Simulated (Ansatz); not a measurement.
cyclobutene (C₄H₆), singlet, geometry from GFN2-xTB; Ansatz (a program for electronic structure) with CAM-B3LYP/6-31G**.

Here is a job for Ansatz.
Ansatz 0.2 input:
```yaml
crystal:
  periodic: [false, false, false]
  atoms:
    - {symbol: C, position_ang: [0.00522404, -0.65803470, 0.81160491]}
    - {symbol: C, position_ang: [0.00258559, 0.67078963, 0.80110802]}
    - {symbol: C, position_ang: [-0.00181609, -0.78077129, -0.68679068]}
    - {symbol: C, position_ang: [-0.00489486, 0.76981077, -0.69903932]}
    - {symbol: H, position_ang: [0.01043100, -1.40624811, 1.58354624]}
    - {symbol: H, position_ang: [0.00479724, 1.43111936, 1.56113280]}
    - {symbol: H, position_ang: [-0.89062366, -1.24422161, -1.11243761]}
    - {symbol: H, position_ang: [0.88461218, -1.24076490, -1.12106160]}
    - {symbol: H, position_ang: [0.87971347, 1.22640274, -1.14055069]}
    - {symbol: H, position_ang: [-0.89552237, 1.22294603, -1.13192670]}
basis:
  gaussian:
    orbitals: 6-31G__.json
hamiltonian:
  xc: cam_b3lyp
accuracy: high
```
The basis file holds 6-31G** in the JSON format of the Basis Set Exchange.

### Question
Predict the main parts of the log of this Ansatz run.

### Answer

```
Functional definition: CAM-B3LYP
2147 factors; integrals over basis functions are off by at most 3.3e-9 eV
354 factors; integrals over basis functions are off by at most 2.2e-9 eV
mean field evaluation 1: about -4238.2929 eV, gradient 3.8e1 eV
mean field evaluation 2: about -4239.1377 eV, gradient 3.4e1 eV
mean field evaluation 4: about -4241.7519 eV, gradient 5.5e-1 eV
mean field evaluation 8: about -4241.7507 eV, gradient 1.6e-3 eV
mean field evaluation 16: about -4241.7507 eV, gradient 6.9e-7 eV
mean field -4241.75071270 eV, -155.8814635300 hartree, gradient 1.5e-8 eV, S^2 0.000000; 0 other end points of the search recorded, 0 dependent functions left out
reference -4241.75072930 eV, -155.8814641398 hartree; 15, 15 occupied and 75, 75 virtual orbitals, 2147 factors
Total energy: -4241.75072930 eV, -155.8814641398 hartree
```
